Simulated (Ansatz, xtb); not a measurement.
## A geometry optimisation of H4OSi3+ with r2SCAN-D4/def2-SVP

The starting geometry of this gas-phase doublet was built from a drawn formula by distance geometry and a force field; its bonds are those of `O[Si]1[SiH+][SiH2]1`.

```xyz
8

O     0.7277    1.3478    0.1799
Si    0.5694   -0.2236    0.7815
Si   -0.6170   -1.5262   -0.7635
Si   -1.6348   -0.7316    1.0953
H     0.2043    2.0407    0.6039
H    -0.2161   -2.9574   -0.6491
H    -1.8386   -1.7487    2.2607
H    -2.5647    0.4449    1.0088
```

Task: Where would you expect an optimisation with r2SCAN-D4/def2-SVP to take it?

Result: It keeps its bonds, and is `O[Si]1[SiH+][SiH2]1`.

The energy falls by 1.23 eV over 18 steps:

| step | E − E(last) (eV) |
| --- | --- |
| 1 | 1.232 |
| 3 | 0.412 |
| 5 | 0.285 |
| 7 | 0.256 |
| 9 | 0.223 |
| 10 | 0.184 |
| 12 | 0.077 |
| 14 | 0.006 |
| 16 | 0.000 |
| 18 | 0.000 |

Final geometry (Å):

```xyz
8

O     1.0932    1.4216    0.2616
Si    0.0401    0.2045    0.3781
Si   -0.4481   -1.8092   -0.3644
Si   -1.8762   -0.8035    1.2492
H     1.0617    2.2621    0.7476
H    -0.1745   -3.0015   -1.2170
H    -1.8514   -1.3164    2.6487
H    -3.2145   -0.3117    0.8136
```

From the same start GFN2-xTB ends elsewhere, differing in Si2–Si4 (3.41 against 2.33 Å here).

No frequencies were run, so the end isn't proven a minimum. Open shells are spin-unrestricted. Run with Ansatz 0.2.0, 110 s on 2 threads of Intel(R) Xeon(R) Platinum 8259CL CPU @ 2.50GHz (Skylake/Cascade Lake), with other jobs on the host.
